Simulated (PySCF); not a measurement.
## Radial density of He (helium, neutral)

TPSS, 1s2, closed-shell 1S. Calculation: PySCF 2.14, in cc-pVDZ-DK (2s1p, 5 functions); the spin-free X2C one-electron Hamiltonian (Gaussian nucleus).

| r (bohr) | 4πr²ρ (e/bohr) |
| --- | --- |
| 0.0154 | 0.008757 |
| 0.0258 | 0.02455 |
| 0.0435 | 0.06771 |
| 0.0731 | 0.1789 |
| 0.123 | 0.4268 |
| 0.207 | 0.8578 |
| 0.348 | 1.446 |
| 0.585 | 1.728 |
| 0.985 | 1.291 |
| 1.66 | 0.4192 |
| 2.79 | 0.04149 |
| 4.69 | 2.506e-05 |

Densities and radii are taken from the X2C orbitals without a picture-change correction, which distorts them close to the nucleus.
